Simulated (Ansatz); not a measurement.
C$_{2}$H$_{6}$ClNSi (`C=CN[SiH2]Cl`), relaxed with RKS PBE0-D4/def2-TZVP in the Gaussian-basis code of Ansatz from a PBE-D4/def2-SVP geometry. The force threshold is 0.005 eV/Å; the program also tests the step.

The species carries charge 0 and has multiplicity 1.

Start:

```xyz
11

C     0.590    1.864   -1.017
C    -0.109    0.794   -0.580
N     0.416   -0.354    0.016
Si   -0.495   -1.603    0.820
Cl   -0.971   -1.164    2.810
H     0.070    2.704   -1.496
H     1.685    1.928   -0.909
H    -1.208    0.770   -0.695
H     1.434   -0.339    0.143
H     0.366   -2.827    0.838
H    -1.779   -1.772    0.071
```

By how much does the energy fall, and how many steps does the optimiser take? (Estimate.)

The calculation gave: 6.65 kJ/mol, in 8 steps.

Which bonds change most? (Best estimate.)

The calculation gave: N3–Si4 from 1.743 to 1.712 Å; Si4–Cl5 from 2.093 to 2.062 Å; C1–C2 from 1.350 to 1.330 Å; Si4–H10 from 1.496 to 1.477 Å.

Give the relaxed structure. (Best estimate.)

Computed: 
```xyz
11

C     0.579    1.839   -0.998
C    -0.109    0.788   -0.563
N     0.422   -0.360    0.008
Si   -0.478   -1.582    0.798
Cl   -0.990   -1.121    2.742
H     0.065    2.676   -1.449
H     1.659    1.893   -0.918
H    -1.192    0.770   -0.655
H     1.426   -0.344    0.114
H     0.367   -2.793    0.855
H    -1.749   -1.766    0.068
```
